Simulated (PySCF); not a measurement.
# Dipole response of Ni (nickel, neutral)

[Ar] 3d8 4s2, high-spin 3F determinant. All numbers are calculated (PySCF 2.14, scalar relativity by spin-free X2C-1e, in x2c-TZVPPall with one added diffuse shell each of s, p, d, f type (7s6p5d3f1g, 80 functions)). Coupled (time-dependent) response in atomic units; α is the mean over directions.

```csv
method,mean α (bohr³),C₆ (like pair),S(−4)
UHF,61.96,538.5,2167
PBE,46.11,365.5,1084
PBE0,49.24,397.9,1252
```

S(−4) is the Cauchy moment in α(ω) = α(0) + S(−4) ω² + …

Reference α: 49 ± 3 bohr³ (recommended; Schwerdtfeger and Nagle, table of static dipole polarizabilities (2023 update)). Published C₆: 373.0 (Chu and Dalgarno (2004); Tang, Norbeck and Certain (1976)).

Hartree-Fock lies above the reference because it lacks correlation, which contracts the outer shell.

α(iu) at PBE:

```csv
u (hartree),α(iu) (bohr³)
0,46.11
0.0500,43.57
0.100,37.56
0.200,24.98
0.300,16.79
0.500,9.093
0.750,5.413
1.00,3.740
1.50,2.211
2.00,1.513
3.00,0.8763
5.00,0.4218
```

A single London oscillator, α(iu) = α/(1 + u²/ω²), gives C₆ = (3/4) ω α². Matching the computed C₆ needs ω = 4 × 365.5 / (3 × 46.11²) = 0.229 hartree.
